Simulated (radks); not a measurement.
Question: Ionisation of neutral nickel, [Ar] 3d8 4s2, to [Ar] 3d9 as the strength of local exchange is varied. Calculated with a radial shooting solver on a logarithmic mesh with Libxc functionals: scalar-relativistic Kohn-Sham, Slater X-alpha exchange (alpha = 2/3 is LDA exchange), no correlation, spin-polarised, spherical densities, finite nucleus; open shells are filled with parallel spins first; Fermi nuclear charge, rms radius 3.7757 fm.

alpha  E(Ni) (hartree)  exchange (hartree)  IE (eV)  -e of the level emptied (eV)  <r> of it (bohr)
0.561      -1506.45695           -48.71912    6.908                    4.038 (4s)             2.981
0.667      -1515.69883           -58.29965    6.731                    4.647 (4s)             2.902
0.704      -1518.93880           -61.67150    6.648                    4.868 (4s)             2.875
0.717      -1520.07889           -62.85960    6.616                    4.947 (4s)             2.865
0.876      -1534.09526           -77.53324    6.117                    5.955 (4s)             2.756
1.006      -1545.65403           -89.72493    5.554                    6.838 (4s)             2.673
x          -1533.12129           -76.50964    6.159                    5.883 (4s)             2.763

Which alpha was used in the last row?

Answer: alpha = 0.865. NIST Atomic Spectra Database: 7.640 eV (measured). The central value is not met in this range of alpha. Open shells are spherical and high-spin; term and fine-structure splittings are not resolved.
